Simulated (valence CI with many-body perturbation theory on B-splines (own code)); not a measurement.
# Pt⁶³⁺: calculated level list

Calculated by valence CI with perturbative core correlation (CI+MBPT): five valence electrons over a frozen Dirac-Fock core [Ne], radial functions for each j: 9 s, 9 p, 8 d, 6 f, 3 g, 1 h, with the one-electron correlation potential Σ1 (screened to all orders), the two-electron term Σ2, the three-electron term Σ3, Breit, model QED; selected single and double excitations, second order for the rest (own B-spline code, finite nucleus).

No measured spectrum was set against this ion. As an estimate, large intervals hold to a few tenths of a per cent, small ones and those within an open d or f shell to about a per cent. Among the levels kept, up to 640 cm⁻¹ of a level comes from second order outside the variational space, and about a tenth of that is noise between levels of different J, which matters for small intervals.

Levels 1 to 45 of 52, with energies above the lowest level, (3s^2 3p1/2^2 3p3/2) J=3/2. "Leading %" is the weight of the configuration and term that name the level; weights of strongly mixed levels are sums over their largest components and can fall short. In the jj column 3d3/2^4 stands for four electrons in 3d with j = 3/2. Lifetimes count E1, E2, E3, M1 and M2 decay at the calculated energies, and are blank where another channel may lead or the interval is too uncertain; long ones can be off by a factor of two.

```csv
No.,Configuration,Term,J,E (Ry),Leading %,Second component,g,Lifetime,Leading jj
1,3s²3p³,²P°,3/2,0.000,48,27 % 3s²3p³ ²D°,1.336,,3s^2 3p1/2^2 3p3/2 (100 %)
2,3s²3p²3d,²D,3/2,18.067,41,33 % 3s²3p²3d ⁴F,0.777,68.6 ps,3s^2 3p1/2^2 3d3/2 (100 %)
3,3s²3p²3d,²D,5/2,26.761,34,20 % 3s²3p²3d ⁴D,1.191,3.15 ps,3s^2 3p1/2^2 3d5/2 (99 %)
4,3s²3p³,⁴S°,3/2,32.558,55,44 % 3s²3p³ ²D°,1.452,1.20 ns,3s^2 3p1/2 3p3/2^2 (99 %)
5,3s²3p³,²D°,5/2,33.473,99,,1.184,2.69 ns,3s^2 3p1/2 3p3/2^2 (99 %)
6,3s²3p³,²P°,1/2,34.685,99,,0.645,2.06 ns,3s^2 3p1/2 3p3/2^2 (99 %)
7,3s3p⁴,⁴P,5/2,46.521,66,28 % 3s3p⁴ ²D,1.453,1.90 ps,3s 3p1/2^2 3p3/2^2 (93 %)
8,3s3p⁴,²P,3/2,48.800,32,23 % 3s3p⁴ ²D,1.143,772 fs,3s 3p1/2^2 3p3/2^2 (65 %)
9,3s3p⁴,²S,1/2,49.010,54,23 % 3s3p⁴ ⁴P,2.016,971 fs,3s 3p1/2^2 3p3/2^2 (84 %)
10,3s²3p²3d,⁴F,5/2,50.403,47,44 % 3s²3p²3d ²F,0.955,95.2 ps,3s^2 3p1/2 3p3/2 3d3/2 (98 %)
11,3s²3p²3d,⁴D,1/2,50.674,79,14 % 3s²3p²3d ²P,0.221,75.3 ps,3s^2 3p1/2 3p3/2 3d3/2 (99 %)
12,3s²3p²3d,⁴F,3/2,50.710,32,28 % 3s²3p²3d ⁴D,0.901,2.22 ps,3s^2 3p1/2 3p3/2 3d3/2 (90 %)
13,3s²3p²3d,²G,7/2,51.366,54,26 % 3s²3p²3d ²F,1.015,562 ps,3s^2 3p1/2 3p3/2 3d3/2 (98 %)
14,3s²3p²3d,²D,5/2,53.724,37,24 % 3s²3p²3d ²F,1.149,212 fs,3s^2 3p1/2 3p3/2 3d3/2 (94 %)
15,3s²3p²3d,²P,1/2,54.574,38,30 % 3s²3p²3d ⁴P,1.658,156 fs,3s^2 3p1/2 3p3/2 3d3/2 (87 %)
16,3s²3p²3d,²D,3/2,54.668,26,21 % 3s²3p²3d ⁴P,1.210,108 fs,3s^2 3p1/2 3p3/2 3d3/2 (75 %)
17,3s²3p²3d,⁴D,7/2,58.056,48,37 % 3s²3p²3d ⁴F,1.300,558 ps,3s^2 3p1/2 3p3/2 3d5/2 (100 %)
18,3s²3p²3d,²G,9/2,59.064,63,36 % 3s²3p²3d ⁴F,1.177,60.8 ns,3s^2 3p1/2 3p3/2 3d5/2 (99 %)
19,3s²3p²3d,²P,3/2,59.080,46,23 % 3s²3p²3d ⁴P,1.325,3.59 ps,3s^2 3p1/2 3p3/2 3d5/2 (97 %)
20,3s²3p²3d,²F,5/2,59.349,38,24 % 3s²3p²3d ²D,1.111,4.38 ps,3s^2 3p1/2 3p3/2 3d5/2 (98 %)
21,3s²3p²3d,²D,5/2,60.855,41,37 % 3s²3p²3d ⁴P,1.279,1.12 ps,3s^2 3p1/2 3p3/2 3d5/2 (96 %)
22,3s²3p²3d,²F,7/2,61.004,64,17 % 3s²3p²3d ⁴F,1.124,1.62 ps,3s^2 3p1/2 3p3/2 3d5/2 (98 %)
23,3s²3p²3d,²D,3/2,61.686,60,22 % 3s²3p²3d ²P,0.932,2.15 ps,3s^2 3p1/2 3p3/2 3d5/2 (98 %)
24,3s²3p²3d,²P,1/2,61.979,55,37 % 3s²3p²3d ²S,1.222,1.54 ps,3s^2 3p1/2 3p3/2 3d5/2 (97 %)
25,3s3p³3d,⁴D°,5/2,64.274,29,18 % 3s3p³3d ⁶D°,1.250,19.2 ps,3s 3p1/2^2 3p3/2 3d3/2 (96 %)
26,3s3p³3d,⁴D°,3/2,64.437,27,22 % 3s3p³3d ⁶D°,1.241,7.44 ps,3s 3p1/2^2 3p3/2 3d3/2 (96 %)
27,3s3p³3d,⁴P°,1/2,64.626,46,27 % 3s3p³3d ⁶D°,2.337,19.3 ps,3s 3p1/2^2 3p3/2 3d3/2 (97 %)
28,3s3p³3d,²F°,7/2,65.131,23,22 % 3s3p³3d ⁴F°,1.232,17.8 ps,3s 3p1/2^2 3p3/2 3d3/2 (95 %)
29,3s3p³3d,²D°,3/2,66.515,20,11 % 3s3p³3d ⁴D°,1.013,1.05 ps,3s 3p1/2^2 3p3/2 3d3/2 (80 %)
30,3s3p³3d,²F°,5/2,67.346,20,19 % 3s3p³3d ⁴G°,0.866,599 fs,3s 3p1/2^2 3p3/2 3d3/2 (74 %)
31,3s²3p³,²P°,3/2,67.428,49,27 % 3s²3p³ ²D°,1.295,22.4 ps,3s^2 3p3/2^3 (95 %)
32,3s3p³3d,⁴D°,1/2,67.727,42,26 % 3s3p³3d ²P°,0.551,484 fs,3s 3p1/2^2 3p3/2 3d3/2 (87 %)
33,3s²3p3d²,⁴G°,5/2,69.640,39,27 % 3s²3p3d² ²F°,0.793,301 fs,3s^2 3p1/2 3d3/2^2 (74 %)
34,3s3p³3d,⁴F°,9/2,71.942,49,28 % 3s3p³3d ⁶D°,1.338,22.6 ps,3s 3p1/2^2 3p3/2 3d5/2 (99 %)
35,3s²3p3d²,²P°,1/2,72.970,39,35 % 3s²3p3d² ⁴D°,0.633,165 fs,3s^2 3p1/2 3d3/2^2 (86 %)
36,3s²3p3d²,²D°,3/2,73.196,33,26 % 3s²3p3d² ⁴F°,0.821,116 fs,3s^2 3p1/2 3d3/2^2 (79 %)
37,3s3p³3d,⁴D°,5/2,73.284,30,20 % 3s3p³3d ⁴P°,1.368,1.71 ps,3s 3p1/2^2 3p3/2 3d5/2 (97 %)
38,3s3p³3d,⁴D°,7/2,73.847,32,22 % 3s3p³3d ²F°,1.263,2.18 ps,3s 3p1/2^2 3p3/2 3d5/2 (92 %)
39,3s3p³3d,²D°,3/2,74.176,33,16 % 3s3p³3d ⁴D°,1.089,611 fs,3s 3p1/2^2 3p3/2 3d5/2 (82 %)
40,3s3p³3d,²F°,7/2,75.166,28,16 % 3s3p³3d ⁴D°,1.176,555 fs,3s 3p1/2^2 3p3/2 3d5/2 (87 %)
41,3s3p³3d,²P°,1/2,75.913,47,33 % 3s3p³3d ⁴D°,0.685,2.13 ps,3s 3p1/2^2 3p3/2 3d5/2 (96 %)
42,3s3p³3d,²F°,5/2,76.265,20,17 % 3s3p³3d ²D°,1.097,706 fs,3s 3p1/2^2 3p3/2 3d5/2 (78 %)
43,3s3p³3d,²P°,3/2,76.436,19,12 % 3s3p³3d ⁴P°,1.351,607 fs,3s 3p1/2^2 3p3/2 3d5/2 (84 %)
44,3s²3p3d²,⁴G°,7/2,77.397,54,14 % 3s²3p3d² ²G°,1.014,2.07 ps,3s^2 3p1/2 3d3/2 3d5/2 (96 %)
45,3s²3p3d²,²D°,5/2,77.719,24,19 % 3s²3p3d² ⁴D°,1.050,1.57 ps,3s^2 3p1/2 3d3/2 3d5/2 (95 %)
```

The ionisation energy to 3s²3p² ³P0 of the next ion comes out as 6920.2 eV (NIST: 6918 ± 19 eV (theoretical)). All 52 levels together are meant to be complete up to 81.348 Ry.
